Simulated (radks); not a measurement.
Task: All-electron atom: the osmium ion Os28+ in [Ar] 3d10 4s2 4p5.75 4d10 4f2 5s0.25 (fractional occupations, a model configuration). Calculated with a radial shooting solver on a logarithmic mesh with Libxc functionals: Dirac Kohn-Sham, OLYP, spin-unpolarised, spherical densities, finite nucleus; open shells are shared between the two j in proportion to 2j + 1; Fermi nuclear charge, rms radius 5.4126 fm. Some entries of the table are withheld. Estimate them.

orbital      occ.  eigenvalue (eV)  r(max) (bohr)
1s1/2           2        -74693.78        0.01103
2s1/2           2        -13808.14            (1)
2p1/2           2        -13263.51            (2)
2p3/2           4        -11733.65            (3)
3s1/2           2        -3960.325         0.1789
3p1/2           2        -3717.519         0.1673
3p3/2           4        -3381.347         0.1816
3d3/2           4        -2975.203         0.1419
3d5/2           6        -2902.419         0.1459
4s1/2           2              (4)         0.3948
4p1/2     1.91667        -1419.903         0.3920
4p3/2     3.83333        -1327.632         0.4180
4d3/2           4        -1157.410         0.4060
4d5/2           6        -1138.614         0.4135
4f5/2    0.857143        -928.2106         0.3525
4f7/2     1.14286        -923.4012         0.3554
5s1/2        0.25        -780.5658         0.7598

Result: 
(1) 2s1/2 r(max) (bohr): 0.06362
(2) 2p1/2 r(max) (bohr): 0.04711
(3) 2p3/2 r(max) (bohr): 0.05416
(4) 4s1/2 eigenvalue (eV): -1523.570
